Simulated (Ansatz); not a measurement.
## septet Mo: levels of theory in one basis

A single Mo atom.

Basis set: def2-SVP (spherical functions, with the set's core potentials past Kr). All electrons outside the core potentials are correlated. Correlation on ROHF uses semicanonical orbitals with singles. Charge 0, multiplicity 7.

Computed with Ansatz (development build ahead of 0.2.0); each method stands on the lowest determinant of its kind that the runs found.

```
  method  E − E(ROHF) (eV)  <S²> of the determinant
    ROHF              0.00                    12.00
     UHF             -0.05                    12.00
ROHF-MP2             -5.52                        –
 UHF-MP2             -5.50                    12.00
```

Q: Is a single determinant a sound starting point here?

A: By this sign, yes. Unrestricted orbitals gain 0.05 eV and <S²> is 12.00 against 12.00 for a pure state.
